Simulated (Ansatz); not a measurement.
```yaml
crystal:
  periodic: [false, false, false]
  atoms:
    - {symbol: C, position_ang: [0.655265, 1.467103, -1.180044]}
    - {symbol: N, position_ang: [1.194248, 0.900945, -0.002266]}
    - {symbol: Ga, position_ang: [0.027708, -0.735503, 0.860417]}
    - {symbol: C, position_ang: [0.104495, -2.008665, -0.581128]}
    - {symbol: C, position_ang: [-1.674806, 0.276805, 1.258623]}
    - {symbol: H, position_ang: [1.312911, 2.253928, -1.612542]}
    - {symbol: H, position_ang: [0.569318, 0.650741, -1.918466]}
    - {symbol: H, position_ang: [-0.298108, 1.837828, -0.998655]}
    - {symbol: H, position_ang: [1.250463, 1.580819, 0.788789]}
    - {symbol: H, position_ang: [2.153528, 0.435853, -0.099634]}
    - {symbol: H, position_ang: [0.909948, -0.990390, 2.202492]}
    - {symbol: H, position_ang: [-0.403395, -3.031077, -0.232487]}
    - {symbol: H, position_ang: [1.047084, -2.309688, -0.872709]}
    - {symbol: H, position_ang: [-0.480389, -1.724943, -1.414493]}
    - {symbol: H, position_ang: [-2.239633, 0.495874, 0.300262]}
    - {symbol: H, position_ang: [-2.399922, -0.352025, 1.817011]}
    - {symbol: H, position_ang: [-1.569095, 1.221326, 1.760864]}
basis:
  gaussian: {orbitals: def2-TZVPP, fitting: {mean_field: cc-pVTZ-jkfit}}
hamiltonian: {xc: {name: B97}}
output: {forces: true}
```

```sh
$ ansatz run in.yaml --threads 8 --pin off --events-out ev --progress --plain --max-ram 18278MiB
```

Shortened log:

```
Functional definition: B97
883 factors; integrals over basis functions are off by at most 7.3e-1 eV
mean field evaluation 1: about -57154.1562 eV, gradient 9.4e1 eV
mean field evaluation 2: about -57139.3597 eV, gradient 1.2e2 eV
mean field evaluation 4: about -57172.6092 eV, gradient 6.6e0 eV
mean field evaluation 8: about -57172.7022 eV, gradient 1.0e-1 eV
mean field -57172.70222069 eV, -2101.0580535608 hartree, gradient 7.8e-5 eV, S^2 0.000000; 0 other end points of the search recorded, 0 dependent functions left out
reference -57172.70225331 eV, -2101.0580547595 hartree; 34, 34 occupied and 306, 306 virtual orbitals, 883 factors
Total energy: -57172.70225331 eV, -2101.0580547595 hartree
Atom 0 at     0.655265     1.467103    -1.180044 Å, force     1.912460    -0.284958    -2.393509 eV/Å
Atom 1 at     1.194248     0.900945    -0.002266 Å, force     2.186265    -1.062520     2.871075 eV/Å
Atom 2 at     0.027708    -0.735503     0.860417 Å, force    -0.145726     0.765745     1.480444 eV/Å
Atom 3 at     0.104495    -2.008665    -0.581128 Å, force    -2.611000    -2.685005     1.541997 eV/Å
Atom 4 at    -1.674806     0.276805     1.258623 Å, force    -1.199433    -0.772210    -1.464981 eV/Å
Atom 5 at     1.312911     2.253928    -1.612542 Å, force    -0.478138    -0.249990     0.106698 eV/Å
Atom 6 at     0.569318     0.650741    -1.918466 Å, force    -0.067984     0.426015     0.044917 eV/Å
Atom 7 at    -0.298108     1.837828    -0.998655 Å, force    -1.753341     0.799666     0.348646 eV/Å
Atom 8 at     1.250463     1.580819     0.788789 Å, force     0.149529    -0.722905    -0.956966 eV/Å
Atom 9 at     2.153528     0.435853    -0.099634 Å, force    -1.757473     1.211208    -0.025667 eV/Å
Atom 10 at     0.909948    -0.990390     2.202492 Å, force    -0.008560     0.048863    -0.344743 eV/Å
Atom 11 at    -0.403395    -3.031077    -0.232487 Å, force     0.897133     1.979486    -0.491218 eV/Å
Atom 12 at     1.047084    -2.309688    -0.872709 Å, force     2.237338    -0.490405    -0.782297 eV/Å
Atom 13 at    -0.480389    -1.724943    -1.414493 Å, force    -0.566851     0.412117    -1.167467 eV/Å
Atom 14 at    -2.239633     0.495874     0.300262 Å, force     0.570730    -0.113776     0.741037 eV/Å
Atom 15 at    -2.399922    -0.352025     1.817011 Å, force     0.465779     0.291634     0.020138 eV/Å
Atom 16 at    -1.569095     1.221326     1.760864 Å, force     0.169272     0.447036     0.471896 eV/Å
Dipole moment:     0.471770     0.637842    -0.507307 e Å
```

Hardware: 8 threads of an Arm Neoverse V2 on a shared host. Wall time 5.5 s, peak host memory 0.86 GiB.
